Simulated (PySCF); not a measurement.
**Correlation energy of B (boron, neutral)**

[He] 2s2 2p1, 2P determinant. Computed with PySCF 2.14 in dyall-av2z (11s7p2d, 42 functions), with no relativity, point nucleus. Frozen: 1s2; 3 electrons correlated; the 8 highest virtual orbitals of each spin left out.

| level | correlation energy (mhartree) |
| --- | --- |
| CCSD | -62.73 |
| (T) | -1.04 |
| CCSD(T) | -63.77 |
| CCSDT | -64.18 |

Diagnostics: T1 = 0.014, D1 = 0.0275, largest double amplitude 0.075.

Q: Is a single reference adequate?

A: Mostly. T1 lies below 0.03, but a double amplitude of this size points to a near-degeneracy that CCSD handles and MP2 describes poorly.
